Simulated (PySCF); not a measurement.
# Spin states and ions at one geometry of Hg2H4

PySCF 2.14.0, RKS TPSS, Hg def2-SVP with ECP60, H def2-SVP; non-relativistic Hamiltonian with scalar-relativistic core potentials where named; density fitting; no spin-orbit coupling; singlets restricted, open shells unrestricted. The geometry is relaxed for charge 0, singlet, vacuum:

```xyz
6

Hg   -0.6143    0.0000    1.9079
Hg    0.6143    0.0000   -1.9079
H     1.5596    0.0000   -0.5309
H    -1.5596    0.0000    0.5309
H     0.3122    0.0000    3.2869
H    -0.3122    0.0000   -3.2869
```

Energies count from the relaxed state; an electron taken off or put on is at rest in vacuum. Charges and spins are Mulliken's.

```csv
state,energy (eV),spin squared,charge on Hg1 (e),spin on Hg1 (e),dipole about the centre of mass (D)
"charge 0, singlet, vacuum",0.00,0.00,0.30,0.00,0.00
"charge +1, doublet, vacuum",9.58,0.76,0.49,-0.03,0.00
"charge -1, doublet, vacuum",0.49,0.75,-0.19,0.54,0.00
```

Problem. What does the state charge 0, triplet, vacuum give?

Solution. energy (eV) 5.60, spin squared 2.01, charge on Hg1 (e) 0.03, spin on Hg1 (e) 0.50, dipole about the centre of mass (D) 0.00.

With an electron taken off (doublet) the charges change, summed by element, by Hg +0.38 e, H +0.62 e. The vertical ionisation energy is 9.58 eV, against −ε(HOMO) = 7.05 eV of the relaxed state. The level lies 2.5 eV too high, as is usual for semilocal functionals and global hybrids, which keep a self-interaction error.

With an electron put on (doublet) the charges change, summed by element, by Hg -0.98 e, H -0.02 e. The vertical electron affinity is -0.49 eV, against −ε(LUMO) = 1.38 eV of the relaxed state. The basis has no diffuse functions, which an added electron needs. The added electron's level lies above zero.

Open shells may have lower solutions than those found.

No frequency check is given that shows the relaxed geometry to be a minimum.
